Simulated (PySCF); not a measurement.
## Running PySCF for CaH3⁻

Input:

```python
from pyscf import gto, dft

mol = gto.M(
    atom='Ca 0 0 0; H 2.134 0 0; H -1.067 1.8481 0; H -1.067 -1.8481 0',
    basis='x2c-tzvpall',
    charge=-1,
    spin=0,
    verbose=4,
)
mf = dft.RKS(mol, xc='mn15l')
mf = mf.sfx2c1e()
mf.kernel()
mf.analyze()
print('orbital energies (hartree):', mf.mo_energy[..., max(0, mol.nelec[1]-3):mol.nelec[0]+3].round(4))
```

```bash
$ OMP_NUM_THREADS=1 python input.py
```

Output (some set-up lines and the per-cycle HOMO/LUMO lines with their warnings removed):

```
PySCF version 2.14.0

[INPUT] verbose = 4
[INPUT] num. atoms = 4
[INPUT] num. electrons = 24
[INPUT] charge = -1
[INPUT] spin (= nelec alpha-beta = 2S) = 0
[INPUT] symmetry False subgroup None
[INPUT] Mole.unit = angstrom
[INPUT] Symbol           X                Y                Z      unit          X                Y                Z       unit  Magmom
[INPUT]  1 Ca     0.000000000000   0.000000000000   0.000000000000 AA    0.000000000000   0.000000000000   0.000000000000 Bohr   0.0
[INPUT]  2 H      2.134000000000   0.000000000000   0.000000000000 AA    4.032675549822   0.000000000000   0.000000000000 Bohr   0.0
[INPUT]  3 H     -1.067000000000   1.848100000000   0.000000000000 AA   -2.016337774911   3.492402850809   0.000000000000 Bohr   0.0
[INPUT]  4 H     -1.067000000000  -1.848100000000   0.000000000000 AA   -2.016337774911  -3.492402850809   0.000000000000 Bohr   0.0

nuclear repulsion = 15.307956263084
number of shells = 9
number of NR pGTOs = 97
number of NR cGTOs = 54
basis = x2c-tzvpall
ecp = {}

******** <class 'pyscf.x2c.sfx2c1e.sfX2C1eRKS'> ********
method = sfX2C1eRKS
initial guess = minao
damping factor = 0
level_shift factor = 0
DIIS = <class 'pyscf.scf.diis.CDIIS'>
diis_start_cycle = 1
diis_space = 8
diis_damp = 0
SCF conv_tol = 1e-09
SCF conv_tol_grad = None
SCF max_cycles = 50
direct_scf = True
direct_scf_tol = 1e-13
XC library pyscf.dft.libxc version 7.0.0
    S. Lehtola, C. Steigemann, M. J.T. Oliveira, and M. A.L. Marques.,  SoftwareX 7, 1–5 (2018)
XC functionals = mn15l
    H. S. Yu, X. He, and D. G. Truhlar.,  J. Chem. Theory Comput. 12, 1280-1293 (2016)
    H. S. Yu, X. He, and D. G. Truhlar.,  J. Chem. Theory Comput. 12, 1280-1293 (2016)
radial grids:
    Treutler-Ahlrichs [JCP 102, 346 (1995); DOI:10.1063/1.469408] (M4) radial grids

becke partition: Becke, JCP 88, 2547 (1988); DOI:10.1063/1.454033
pruning grids: <function nwchem_prune>
grids dens level: 3
symmetrized grids: False
atomic radii adjust function: <function treutler_atomic_radii_adjust>
small_rho_cutoff = 0

******** <class 'pyscf.x2c.sfx2c1e.SpinFreeX2CHelper'> ********
approx = 1e
xuncontract = 1
Set gradient conv threshold to 3.16228e-05
Initial guess from minao.
tot grids = 49848
init E= -682.099564762699
cycle= 1 E= -682.419629938396  delta_E= -0.32  |g|= 0.282  |ddm|= 1.83
cycle= 2 E= -682.449145636073  delta_E= -0.0295  |g|= 0.173  |ddm|= 0.906
cycle= 3 E= -682.469657075486  delta_E= -0.0205  |g|= 0.0277  |ddm|= 0.377
cycle= 4 E= -682.47005744201  delta_E= -0.0004  |g|= 0.00439  |ddm|= 0.0537
cycle= 5 E= -682.47006422697  delta_E= -6.78e-06  |g|= 0.0016  |ddm|= 0.00733
cycle= 6 E= -682.470065266184  delta_E= -1.04e-06  |g|= 0.000261  |ddm|= 0.00328
cycle= 7 E= -682.470065293374  delta_E= -2.72e-08  |g|= 4.29e-05  |ddm|= 0.00039
cycle= 8 E= -682.470065294627  delta_E= -1.25e-09  |g|= 5.46e-06  |ddm|= 0.000138
cycle= 9 E= -682.470065294649  delta_E= -2.23e-11  |g|= 6.78e-07  |ddm|= 2.06e-05
Extra cycle  E= -682.470065294649  delta_E= 6.82e-13  |g|= 4.12e-07  |ddm|= 1.26e-06
converged SCF energy = -682.470065294649
**** SCF Summaries ****
Total Energy =                        -682.470065294648748
Nuclear Repulsion Energy =              15.307956263083966
One-electron Energy =                 -967.735313124572826
Two-electron Energy =                  269.957291566840183
Two-electron Coulomb Energy =          307.753200343277911
DFT Exchange-Correlation Energy =      -37.795908776437727
**** MO energy ****
[1 lines left out]
MO #2   energy= -15.2608763338751  occ= 2
MO #3   energy= -12.2931042205824  occ= 2
MO #4   energy= -12.2903874501289  occ= 2
MO #5   energy= -12.2903869909093  occ= 2
MO #6   energy= -1.60738384748882  occ= 2
MO #7   energy= -0.865942093832345 occ= 2
MO #8   energy= -0.850656265823445 occ= 2
MO #9   energy= -0.850655209445065 occ= 2
MO #10  energy= -0.0603450056221702 occ= 2
MO #11  energy= -0.0314275869676599 occ= 2
MO #12  energy= -0.0314169504326101 occ= 2
MO #13  energy= 0.0910180502715754 occ= 0
MO #14  energy= 0.111453158285963  occ= 0
MO #15  energy= 0.126276173901665  occ= 0
[39 lines left out]
 ** Mulliken pop on meta-lowdin orthogonal AOs  **
 ** Mulliken pop  **
pop of  0 Ca 1s           2.00000
pop of  0 Ca 2s           1.99994
pop of  0 Ca 3s           1.99950
pop of  0 Ca 4s           0.78009
pop of  0 Ca 5s           0.00532
pop of  0 Ca 6s           0.00035
pop of  0 Ca 2px          1.99999
pop of  0 Ca 2py          1.99999
pop of  0 Ca 2pz          1.99999
pop of  0 Ca 3px          1.99977
pop of  0 Ca 3py          1.99977
pop of  0 Ca 3pz          1.99980
[42 lines left out]
 ** Mulliken atomic charges  **
charge of    0Ca =      0.95955
charge of    1H =     -0.65317
charge of    2H =     -0.65319
charge of    3H =     -0.65319
Dipole moment(X, Y, Z, Debye):  0.00094,  0.00000,  0.00000
orbital energies (hartree): [-0.0603 -0.0314 -0.0314  0.091   0.1115  0.1263]
```

In short: E(SCF) = -682.470065 Eh, 9 cycles.

It ran on Arm Neoverse N1 (1 thread, shared host) in 6.2 s, peak memory 0.25 GiB.

The basis has no diffuse functions, which an anion needs. The dipole of an ion depends on the origin.
